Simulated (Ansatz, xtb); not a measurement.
# Ranking isomers of ClF2OSi2

7 gas-phase structures of ClF2OSi2, found in a search over its isomers (lower ones may exist). Each was relaxed with GFN2-xTB; where two conformers were screened, the lower at r2SCAN-D4/def2-SVP is listed:

A. `F[Si](F)O[Si]Cl`, a doublet
B. `O=[Si](F)[Si](F)Cl`, a doublet
C. `O=[Si][Si](F)(F)Cl`, a doublet
D. `F[Si]1(F)O[Si]1Cl`, a doublet
E. `O=[Si](Cl)[Si](F)F`, a doublet
F. `F[Si]1O[Si@]1(F)Cl`, a doublet
G. `F[Si]O[Si](F)Cl`, a doublet

**Question.** Estimate their order in r2SCAN-D4/def2-SVP energy at these geometries, lowest first.

**Answer.** Calculated order at r2SCAN-D4/def2-SVP: G (0.0), A (1.7), D (9.8), F (9.9), C (30.6), B (38.3), E (38.4) kcal/mol. Less than 1 kcal/mol parts D and F; B and E, so the order within those pairs means little.

Energies above the lowest of each column, in kcal/mol; the last columns are at B3LYP/6-31G* geometries and were run for some of them only (a dash: not run or not comparable):

| structure | GFN2-xTB | HF/STO-3G | r2SCAN-D4/def2-SVP | B3LYP/6-31G* | CCSD(T)/def2-SVP |
| --- | --- | --- | --- | --- | --- |
| G | 3.3 | 0.3 | 0.0 | 0.0 | 0.0 |
| A | 5.0 | 0.0 | 1.7 | 1.3 | 2.0 |
| D | 17.3 | 34.5 | 9.8 | 11.0 | – |
| F | 17.7 | 28.3 | 9.9 | relaxes to G | – |
| C | 0.1 | 44.5 | 30.6 | – | – |
| B | 0.3 | 61.2 | 38.3 | – | – |
| E | 0.0 | 51.9 | 38.4 | – | – |

CCSD(T)/def2-SVP puts G lowest of those it was run on; GFN2-xTB picks E. Some further structures that were screened fall inside this span and aren't listed. Flexible structures stand in one conformer each, not always the lowest. Frequencies (B3LYP/6-31G*) were run for A, G alone. Open shells are spin-unrestricted, some with notable spin contamination.

Over these structures GFN2-xTB departs from r2SCAN-D4/def2-SVP by 20.1 kcal/mol on average once a common shift is removed. A GFN2-xTB relaxation took about 0.16 s and the r2SCAN-D4/def2-SVP energy about 3.3 s on a shared host (Ansatz 0.2.0, xtb 6.7.1 (Pople sets with spherical d functions)).
